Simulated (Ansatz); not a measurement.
CH₉ClOSi₃, SMILES [Si@H]([SiH2][SiH2]O)(C)Cl.

Coordinates come from a PBE0-D3(BJ)/def2-SVP optimisation. The structure was generated by enumeration; whether it is a known compound was not checked. Other conformers were not sampled.

Two levels are set side by side: PBE/def2-SVPD (Ansatz, an electronic-structure program) and PBE0/def2-SVPD (Ansatz). Energy differences of separate SCF runs at the same geometry; the states with an electron removed or added have multiplicity 2 and 2. Differences are taken from unrounded values.

| quantity | PBE |
|---|---|
| vertical ionisation energy (eV) | 9.08 |
| vertical singlet–triplet gap (eV) | 4.97 |

Question: These are the PBE values. What does PBE0 give? (Estimate from the structure and the level; the computed values follow.)

Answer: 
| quantity | PBE0 | PBE minus PBE0 |
|---|---|---|
| vertical ionisation energy (eV) | 9.44 | -0.36 |
| vertical singlet–triplet gap (eV) | 5.38 | -0.41 |
